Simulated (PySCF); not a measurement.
Gas-phase reaction: SiI4 + 3 H2 = SiH3I + 3 HI

Energies from PySCF, thermal terms from the rigid-rotor harmonic-oscillator model, ideal gas at 1 bar. † marks an energy on the PBE0/def2-TZVP geometry and frequencies; other levels use their own. MP2 freezes the core. All species are closed-shell singlets. I: scalar-relativistic def2 core potential, no spin-orbit coupling. MP2 isn't extrapolated to the basis-set limit; its ΔH°(298 K) is 162.5 kJ in def2-SVP and 225.2 kJ in def2-TZVPP. The harmonic model lacks anharmonicity and excited electronic states, which grow with temperature; levels with a mode under 35 cm⁻¹ are left out. Soft modes under 120 cm⁻¹ make the harmonic entropy rough for SiI4.

```
level               ΔE electronic, kJ  ΔH°(298 K), kJ  ΔS°(298 K), J/K  ΔG°(1200 K), kJ
------------------  -----------------  --------------  ---------------  ---------------
HF/def2-TZVP†                      91              97               84               21
MP2/def2-TZVPP†                   219             225               84              149
PBE/def2-SVP                      148             153               81               80
PBE0/def2-SVP†                    138             144               84               68
r2SCAN/def2-TZVP†                 191             197               84              121
ωB97M-V/def2-TZVP†                177             184               84              108
ωB97X-V/def2-TZVP†                168             174               84               98
```
ΔH° is lowest at HF/def2-TZVP† and highest at MP2/def2-TZVPP†. No reference value is set beside these.
